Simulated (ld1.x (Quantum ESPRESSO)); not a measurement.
**gallium: variants of one ultrasoft potential**

Base potential:

```json
{
  "Element": "gallium",
  "Generator": "ld1.x (Quantum ESPRESSO) 7.5",
  "Type": "ultrasoft",
  "Functional": "Wu–Cohen",
  "Relativity": "non-relativistic",
  "Frozen core": "[Ar]",
  "Valence charge": "13",
  "Reference configuration": "3d10 4s2 4p0.75 (charge +0.25)",
  "Partial waves": "4s (bound): rcut 1.80, rcutus 2.25 bohr; 4s channel at -0.45 Ry: rcut 1.80, rcutus 2.25 bohr; 4p (bound): rcut 1.75, rcutus 2.40 bohr; 4p channel at 2.15 Ry: rcut 1.75, rcutus 2.40 bohr; 3d (bound): rcut 0.95, rcutus 1.30 bohr; 3d channel at -0.7 Ry: rcut 0.95, rcutus 1.30 bohr",
  "Local potential": "all-electron potential smoothed inside 2.15 bohr (lloc = -1)",
  "Core correction": "none",
  "Augmentation charge": "PSQ, inside the norm-conserving radii"
}
```

Cutoffs, loose and tight: the cutoffs (Ry, on a coarse ladder) from which the occupation-weighted sum of valence levels, in a spherical-Bessel basis at the reference potential, stays within 10 and 1 mRy of its value at 400 Ry. They do not see the model core or the augmentation charge, which bear on the density cutoff. Test errors are all-electron minus pseudo excitation energies from the reference, over the configurations 3d10 4s2 4p1; 3d10 4s2 4p0; 3d10 4s1 4p0; 3d9 4s2 4p1; 3d10 4s1 4p2; 3d10 4s1 4p1; 3d10 4s0 4p0. A dash means not determined; rows that change the core or the reference have their own tests.

```tsv
change	outcome	cutoff, loose	cutoff, tight	bound ghosts	largest test error (meV)
base	generated	90 Ry	140 Ry	none	-272
wave 3d channel at -0.7 Ry: rcut 0.95, rcutus 1.30 bohr becomes 3d channel at -1.46 Ry: rcut 0.95, rcutus 1.30 bohr	generated	90 Ry	140 Ry	none	-320
wave 3d channel at -0.7 Ry: rcut 0.95, rcutus 1.30 bohr becomes 3d channel at -1.34 Ry: rcut 0.95, rcutus 1.30 bohr	generated	90 Ry	140 Ry	none	-313
wave 3d channel at -0.7 Ry: rcut 0.95, rcutus 1.30 bohr becomes 3d channel at -1.23 Ry: rcut 0.95, rcutus 1.30 bohr	generated	90 Ry	140 Ry	none	-306
wave 3d channel at -0.7 Ry: rcut 0.95, rcutus 1.30 bohr becomes 3d channel at -0.91 Ry: rcut 0.95, rcutus 1.30 bohr	generated	90 Ry	140 Ry	none	-286
wave 3d channel at -0.7 Ry: rcut 0.95, rcutus 1.30 bohr becomes 3d channel at -0.29 Ry: rcut 0.95, rcutus 1.30 bohr	generated	80 Ry	140 Ry	none	-250
wave 3d channel at -0.7 Ry: rcut 0.95, rcutus 1.30 bohr becomes 3d channel at 0.32 Ry: rcut 0.95, rcutus 1.30 bohr	generated	80 Ry	140 Ry	none	-145
```

Task: What comes out with this change to the base: wave 3d channel at -0.7 Ry: rcut 0.95, rcutus 1.30 bohr becomes 3d channel at 2.05 Ry: rcut 0.95, rcutus 1.30 bohr?

Result: outcome: generated; cutoff, loose: 70 Ry; cutoff, tight: 140 Ry; bound ghosts: none; largest test error (meV): -112.

Task: What comes out with this change to the base: wave 3d channel at -0.7 Ry: rcut 0.95, rcutus 1.30 bohr becomes 3d channel at 4.84 Ry: rcut 0.95, rcutus 1.30 bohr?

Result: outcome: generated; cutoff, loose: 90 Ry; cutoff, tight: 140 Ry; bound ghosts: none; largest test error (meV): -219.
